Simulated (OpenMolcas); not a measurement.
neutral lead: effect of the active space

```
Program             : OpenMolcas
Method              : CASSCF or its RAS form
Basis               : ANO-RCC-VQZP
Scalar Hamiltonian  : DKH2, point nucleus
Spin-orbit coupling : state interaction with AMFI integrals over the reference wave functions, term energies averaged over their components
```

A. 2 electrons in 3 orbitals (6p); 2S+1 = 3 even, 3 roots; 2S+1 = 1 even, 6 roots; cost about 6 core-seconds
B. 4 electrons in 4 orbitals (6s 6p); 2S+1 = 3 even, 3 roots; 2S+1 = 1 even, 6 roots; 2S+1 = 5 odd, 1 root; 2S+1 = 3 odd, 5 roots (0 in the spin-orbit step); cost roughly 25 core-seconds
C. 4 electrons in 8 orbitals (6s 6p 7s 7p); 2S+1 = 3 even, 3 roots; 2S+1 = 1 even, 6 roots; 2S+1 = 5 odd, 1 root; 2S+1 = 3 odd, 5 roots (0 in the spin-orbit step); cost of the order of 30 core-seconds
D. 2 electrons in 9 orbitals (RAS2 6p; RAS3 6d 7s, at most 1 electron); 2S+1 = 3 even, 3 roots; 2S+1 = 1 even, 6 roots; 2S+1 = 3 odd, 18 roots; 2S+1 = 1 odd, 8 roots; cost of the order of 60 core-seconds
E. 4 electrons in 9 orbitals (RAS2 6s 6p; RAS3 6d, at most 2 electrons); 2S+1 = 3 even, 3 roots; 2S+1 = 1 even, 6 roots; 2S+1 = 5 odd, 1 root; 2S+1 = 3 odd, 5 roots; 2S+1 = 1 odd, 5 roots; cost of the order of 80 core-seconds

Energies in cm⁻¹ above 6s² 6p² ³P₀, the measured ground level; measured values from NIST Handbook of Basic Atomic Spectroscopic Data.

```tsv
Level	A	B	C	D	E	Measured
6s² 6p² ³P₀	0.0	0.0	0.0	0.0	0.0	0.0
6s² 6p² ³P₁	6202	6654	6239	6202	6522	7819
6s² 6p² ³P₂ [70 %]	9826	10277	9716	9826	10134	10650
6s² 6p² ¹D₂ [70 %]	19774	20329	19284	19774	20221	21458
6s² 6p² ¹S₀	30667	28564	26720	30667	29915	29467
```

Deviations, from unrounded energies. A percentage is the sum of absolute deviations over the sum of measured energies, with the sign that they share, or ± where signs differ.

| Against measurement | Levels | A | B | C | D | E |
| --- | --- | --- | --- | --- | --- | --- |
| mean absolute deviation (cm-1) | 4 | 1300 | 890 | 1900 | 1300 | 870 |
| fine structure of the ground term (%) | 2 | -13.2 | -8.3 | -13.6 | -13.2 | -9.8 |
| other terms of the ground configuration (%) | 2 | ±5.7 | -4.0 | -9.7 | ±5.7 | ±3.3 |

B, E lie about equally close to measurement and C furthest from it. The largest miss of E in the table is 6s² 6p² ³P₁, by -1300 cm-1. The ranking rests on the paired levels alone, and a cruder setting can come out closer through cancelling errors.

Among A to E the level of the table that moves most is 6s² 6p² ¹S₀, by 3900 cm-1 (lowest in C, highest in A).

Spin-orbit splittings of 6p shells tend to come out small when the coupling is added on scalar orbitals. With the s shell closed, the reference lacks s² → p² mixing (holds for A; D). Some high roots are left out of the spin-orbit mixing, which shifts the levels that they would mix with (holds for B; C). Active for correlation alone: 7p 7s; no level in the range computed is led by a configuration that fills them, so any true level of that kind is missing (holds for C). The run also gave levels led by 6s² 6p 6d, which use shells meant for correlation; these and all levels above them are left out (holds for E). Computed and measured levels are paired by configuration, term and J; levels that our copy of the source lacks, or whose pairing is in doubt (as where it misses far off the trend of its configuration), stay unpaired and out of the deviations. Where the source uses jj or jK labels, the order within each J decides. Levels of configurations outside the active space are missing. Levels that lie high or do not pair safely by name in every column are left out.

A share in square brackets marks a mixed level and gives the weight of the term that names it, the lowest over the columns.
